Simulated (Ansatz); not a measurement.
`[F][GeH3]`, charge 0, multiplicity 1.

(1) Give a relaxed structure at PBE0-D4/def2-TZVP (the Gaussian-basis code of Ansatz). (An estimate is asked.)

Results:

(1) Computed: 
```xyz
5

F    -0.110    0.517   -1.564
Ge    0.006   -0.028    0.086
H    -0.440   -1.495    0.085
H     1.476    0.137    0.490
H    -0.932    0.870    0.902
```
Point group C3v.
